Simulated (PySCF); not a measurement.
SMILES [OH][Al]([OH])[S]B(C)C (C2H8AlBO2S), singlet, GFN2-xTB optimised geometry.

```
15

B     -1.67     2.15    -1.76
C     -1.18     1.01    -2.74
C     -2.31     3.47    -2.36
S     -1.49     2.02     0.00
Al    -0.50     0.02     0.00
O      1.14     0.02     0.00
O     -1.50    -1.28     0.08
H     -0.66     0.20    -2.20
H     -2.02     0.55    -3.26
H     -0.51     1.37    -3.51
H     -1.53     4.13    -2.74
H     -2.97     3.26    -3.20
H     -2.87     4.04    -1.62
H      2.09     0.07     0.06
H     -2.09    -2.02     0.18
```

Density from PBE0/def2-TZVP (PySCF 2.14.0) at that geometry.

Minimum of the electron density along straight lines between bonded atoms, close to the bond critical point (lines longer than 1.1 times the sum of covalent radii, or with two minima, are not listed):

```tsv
bond	length / Å	ρ at the minimum / e bohr⁻³	∇²ρ there / e bohr⁻⁵	position (fraction from the first atom)
B1–C2	1.586	0.181	-0.25	0.33
B1–C3	1.584	0.183	-0.31	0.33
B1–S4	1.777	0.157	-0.16	0.30
S4–Al5	2.230	0.069	0.18	0.63
Al5–O6	1.643	0.116	0.98	0.44
Al5–O7	1.642	0.116	0.98	0.44
C2–H8	1.109	0.258	-0.81	0.62
C2–H9	1.090	0.272	-0.91	0.64
C2–H10	1.090	0.273	-0.92	0.64
C3–H11	1.090	0.270	-0.89	0.64
C3–H12	1.088	0.273	-0.91	0.64
C3–H13	1.087	0.277	-0.93	0.64
O6–H14	0.944	0.365	-2.61	0.82
O7–H15	0.944	0.365	-2.61	0.82
```
